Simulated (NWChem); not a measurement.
# C₂H₇BS; SMILES CB(C)S

```xyz
11

B      0.0086    -0.3889    -0.0061
C      1.4117    -1.1036     0.0017
H      1.5417    -1.6387    -0.9562
H      1.4445    -1.8810     0.7838
H      2.2760    -0.4372     0.1345
C     -1.3284    -1.2186    -0.0018
H     -1.2675    -2.0720    -0.6974
H     -2.2397    -0.6459    -0.2266
H     -1.4536    -1.6622     1.0031
S      0.0287     1.4109     0.0016
H     -1.3029     1.6407    -0.0353
```
Atoms are numbered in this order, from 1.

All runs: NWChem. Geometry: optimised at PBE0/def2-SVP. Total energies compare along this basis series because the functional is fixed.

```tsv
level	basis functions	energy (Ha)	highest occupied level (eV)	orbital gap (eV)	dipole (D)
TPSS/def2-SVP	95	-503.3625	[?]	[?]	1.16
TPSS/def2-SVPD	143	-503.3727	-6.83	5.57	1.15
TPSS/def2-TZVP	172	-503.6101	-6.75	5.57	1.10
TPSS/def2-TZVPP	233	-503.6126	-6.76	5.57	1.08
```

Task: Some entries are withheld; supply them.

Result: 
- TPSS/def2-SVP, highest occupied level (eV): -6.65
- TPSS/def2-SVP, orbital gap (eV): 5.65
